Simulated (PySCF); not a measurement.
C3H4ClFSi, SMILES C(#C)[Si@H](Cl)CF.

Geometry optimised at PBE-D3(BJ)/def2-SVP. The structure was generated by enumeration; whether it is a known compound was not checked. One conformer was computed; it need not be the lowest.

Computed with PySCF with TDDFT-CAM-B3LYP/def2-SVPD.

Vertical excitations. Gas-phase values at a fixed geometry.

Computed lowest excited states:
```
state  energy (eV)  λ (nm)      f                                                 main pairs
-----  -----------  ------  -----  ---------------------------------------------------------
S1            5.64     220  0.000                           HOMO→LUMO 65 %, HOMO−2→LUMO 11 %
S2            5.98     207  0.004      HOMO−1→LUMO 47 %, HOMO→LUMO+1 31 %, HOMO−2→LUMO+1 8 %
S3            6.05     205  0.001                                         HOMO−1→LUMO+1 75 %
S4            6.97     178  0.003                           HOMO−2→LUMO 72 %, HOMO→LUMO 17 %
S5            7.46     166  0.020                                           HOMO−3→LUMO 89 %
S6            7.79     159  0.281     HOMO→LUMO+1 46 %, HOMO−2→LUMO+1 29 %, HOMO−1→LUMO 11 %
S7            8.11     153  0.058                       HOMO−4→LUMO 47 %, HOMO−2→LUMO+1 18 %
S8            8.24     150  0.023                                           HOMO→LUMO+2 71 %
S9            8.29     150  0.025                     HOMO−3→LUMO+1 55 %, HOMO−1→LUMO+2 19 %
S10           8.33     149  0.031  HOMO−1→LUMO+2 34 %, HOMO−3→LUMO+1 28 %, HOMO−1→LUMO+3 6 %
T1            4.67     266      0     HOMO−1→LUMO 46 %, HOMO→LUMO+1 21 %, HOMO−1→LUMO+4 10 %
T2            5.11     243      0       HOMO→LUMO 45 %, HOMO−1→LUMO+1 24 %, HOMO−2→LUMO 10 %
T3            5.15     241      0     HOMO→LUMO+1 41 %, HOMO−1→LUMO 27 %, HOMO−2→LUMO+1 12 %
T4            5.77     215      0                         HOMO−1→LUMO+1 57 %, HOMO→LUMO 24 %
```
Triplets are in the Tamm–Dancoff approximation, which puts them higher than full response would, so one can lie above its singlet here.
